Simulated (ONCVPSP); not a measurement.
calcium, ONCV: configuration errors across variants

| Item | Value |
| --- | --- |
| Element | calcium (Ca) |
| Generator | ONCVPSP 4.0.1 |
| Type | optimised norm-conserving Vanderbilt (ONCV) |
| Functional | PBEsol |
| Relativity | scalar-relativistic |
| Frozen core | [Ne] |
| Valence charge | 10 |
| Reference configuration | 3s2 3p6 4s2 |
| Partial waves | 3s+4s: rc 2.30 bohr, ncon 5, nbas 8, qcut 5.3 1/bohr, 2 projectors; 3p: rc 1.20 bohr, ncon 4, nbas 8, qcut 5.8 1/bohr, 2 projectors, debl 0.7 Ha; d scattering state at 0.15 Ha: rc 1.85 bohr, ncon 4, nbas 8, qcut 6 1/bohr, 3 projectors, debl 0.7 Ha |
| Local potential | polynomial inside 0.95 bohr (lpopt 5, dvloc0 4 Ha) |
| Core correction | Teter function, fcfact 2.75, rcfact 1.1 |

In the p channel the program set the typed energies aside and used -1.027, 0.250 Ha. In the d channel the program set the typed energies aside and used -0.072, 0.628, 1.328 Ha.

All-electron excitation energies from the reference (eV): (1) 3s2 3p6 4s1 6.305; (2) 3s2 3p6 4s0 17.987; (3) 3s2 3p6 4s1.5 2.504.

A true bound ghost makes a file unfit for plane-wave use even where its test errors are small: the radial tests pick states by their node count and pass the ghost by.

Errors AE − PS in meV (a dash: test not solved or not reliable):

| change | (1) | (2) | (3) | bound ghosts | GHOST(+) flags above zero |
| --- | --- | --- | --- | --- | --- |
| base | -0.5 | -3.1 | -0.1 | d | d |
| s: qcut 3.5; p: qcut 3.8; d: qcut 3.9 | -0.6 | -3.7 | -0.1 | d | none |
| s: qcut 4.2; p: qcut 4.6; d: qcut 4.8 | -0.5 | -3.6 | -0.1 | d | none |
| s: qcut 5.2; p: qcut 5.7; d: qcut 5.9 | -0.5 | -3.2 | -0.1 | d | d |
| s: qcut 5.8; p: qcut 6.4; d: qcut 6.6 | -0.5 | -2.9 | -0.1 | d | d |
| s: qcut 6.6; p: qcut 7.2; d: qcut 7.4 | -0.4 | -2.6 | -0.1 | none | none |
| s: qcut 7; p: qcut 7.6; d: qcut 7.9 | -0.4 | -2.5 | -0.1 | none | none |
| s: qcut 7.8; p: qcut 8.5; d: qcut 8.8 | -0.4 | -2.1 | -0.1 | none | none |

(1) Give the same row for: s: qcut 4.7; p: qcut 5.2; d: qcut 5.4.

Answers

(1) -0.5, -3.4, -0.1; bound ghosts: d; GHOST(+) flags above zero: d.
